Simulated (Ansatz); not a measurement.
A geometry relaxed with PBE-D3(BJ)/def2-TZVP run with Ansatz (a program for electronic structure), charge 0, multiplicity 1:

```xyz
7

C     -0.6870    -0.1363     0.2721
H     -1.2947    -0.9107     0.7674
H      3.1347    -0.0415     0.7946
B      1.9693    -0.0532     0.6220
H     -2.3495     0.4712    -0.4493
C      0.6338    -0.0513     0.4127
O     -1.4067     0.7218    -0.4933
```

Q: Write the SMILES of this molecule.

A: `B=C=CO`
